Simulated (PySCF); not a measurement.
Geometry:
```csv
atom,x (Å),y (Å),z (Å)
C1,-3.387,-0.445,-0.487
C2,-2.017,-0.607,0.156
C3,-0.959,0.341,-0.410
Si4,0.729,0.173,0.402
C5,1.559,-1.499,0.079
C6,3.087,-1.293,0.035
Si7,3.429,0.395,-0.752
N8,1.946,1.203,-0.316
H9,-3.772,0.578,-0.345
H10,-3.341,-0.631,-1.572
H11,-4.123,-1.142,-0.058
H12,-2.104,-0.452,1.246
H13,-1.679,-1.651,0.034
H14,-0.833,0.177,-1.496
H15,-1.296,1.389,-0.302
H16,0.554,0.434,1.873
H17,1.269,-2.267,0.814
H18,1.195,-1.855,-0.901
H19,3.606,-2.117,-0.480
H20,3.496,-1.260,1.060
H21,4.644,1.066,-0.188
H22,3.638,0.308,-2.236
H23,1.823,2.204,-0.416
```

Geometry: PBE0-D3(BJ)/def2-SVP; GIAO absolute shieldings from PySCF 2.14.0 with density-fitted response routines, gas phase, non-relativistic, averaged over equivalent atoms.

At PBE0/pcSseg-1 (225 basis functions, 43 s wall time on 1 thread of an Intel Xeon 6975P-C, shared host):
```
     atoms  σ (ppm)
        C3    162.5
        C1    164.0
        C2    165.8
        C5    176.1
        C6    178.2
       Si4    346.7
       Si7    372.4
        N8    247.3
       H21    26.38
       H16    26.42
       H22    26.43
       H12    30.06
       H17    30.13
       H19    30.20
H9/H10/H11    30.23
       H13    30.27
       H20    30.31
       H15    30.54
       H18    30.74
       H14    30.90
       H23    31.42
```

Q: Predict the values at wB97X-D/pcSseg-1 on the same geometry.

A: 
```tsv
atoms	σ at wB97X-D/pcSseg-1	change
C3	163.7	+1.2
C1	164.2	+0.2
C2	166.6	+0.8
C5	177.2	+1.1
C6	179.1	+0.9
Si4	347.6	+0.9
Si7	373.0	+0.6
N8	248.9	+1.6
H21	26.60	+0.22
H16	26.62	+0.20
H22	26.64	+0.21
H12	30.23	+0.17
H17	30.34	+0.21
H19	30.40	+0.20
H9/H10/H11	30.35	+0.12
H13	30.43	+0.16
H20	30.50	+0.19
H15	30.72	+0.18
H18	30.90	+0.16
H14	31.06	+0.16
H23	31.53	+0.11
```

The largest change is at N8 (nitrogen bonded to 2 Si, H, in a 5-membered ring). Cost: 225 basis functions, 46 s wall time on 1 thread of an Intel Xeon 6975P-C, shared host. The order of the carbon signals is the same at both levels.
